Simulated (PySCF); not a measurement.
**Ar⁺: ionisation energy**

Ar⁺ [Ne] 3s2 3p5 (2P) → Ar²⁺ [Ne] 3s2 3p4 (3P), as a difference of total energies. All numbers are calculated (PySCF 2.14, no relativity, point nucleus, in aug-cc-pV(T+d)Z with one added diffuse shell each of s, p, d, f type (7s6p5d3f, 71 functions)). Correlated levels: valence: [Ne] frozen. The calculations carry no spin-orbit coupling.

```csv
method,ionisation energy (eV)
UHF,26.373
MP2 (valence),27.372
SCS-MP2 (valence),27.370
CCSD (valence),27.338
CCSD(T) (valence),27.376
```

How much does correlation contribute at CCSD(T) (valence)?

27.376 − (26.373) = 1.003 eV, measured against UHF.

A first-order spin-orbit estimate (lowest level to lowest level, LS coupling) adds -0.007 eV.

Errors of the correlated levels include the incompleteness of this basis and the frozen core.

For comparison: 27.630 eV (measured; NIST Atomic Spectra Database, ionization energies).
